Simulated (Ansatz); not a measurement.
The same molecule with X = Ti, Zr, Hf. Ansatz, PBE0-D4/def2-TZVP geometries, multiplicity 1.

Elements past krypton have def2 core potentials. Scalar relativity is left out up to krypton.

```csv
X,molecule,mean X–C bond length / Å,mean X–Cl bond length / Å,HOMO–LUMO gap (ωB97M-V/def2-TZVPP) / eV,HOMO–LUMO gap (B3LYP/def2-TZVPP) / eV,HOMO–LUMO gap (PBE/def2-TZVPP) / eV
Zr,`C#[C][Zr]([Cl])([Cl])[Cl]`,2.151,2.320,10.24,5.56,4.04
Hf,`C#[C][Hf]([Cl])([Cl])[Cl]`,2.150,2.322,10.64,5.94,4.40
```

(1) Give the row for X = Ti, `C#[C][Ti]([Cl])([Cl])[Cl]`. (An estimate is asked.)

Answers

(1) Computed: 
| X | molecule | mean X–C bond length / Å | mean X–Cl bond length / Å | HOMO–LUMO gap (ωB97M-V/def2-TZVPP) / eV | HOMO–LUMO gap (B3LYP/def2-TZVPP) / eV | HOMO–LUMO gap (PBE/def2-TZVPP) / eV |
| --- | --- | --- | --- | --- | --- | --- |
| Ti | `C#[C][Ti]([Cl])([Cl])[Cl]` | 1.990 | 2.164 | 9.43 | 4.70 | 3.17 |

From Ti to Hf the mean X–C bond length isn't monotonic: highest at Zr, lowest at Ti; the mean X–Cl bond length rises at each step, by 0.158 Å in all; the HOMO–LUMO gap (ωB97M-V/def2-TZVPP) rises at each step, by 1.21 eV in all; the HOMO–LUMO gap (B3LYP/def2-TZVPP) rises at each step, by 1.24 eV in all; the HOMO–LUMO gap (PBE/def2-TZVPP) rises at each step, by 1.23 eV in all.

B3LYP here is the variant with VWN-RPA as its local correlation; programs differ in this.
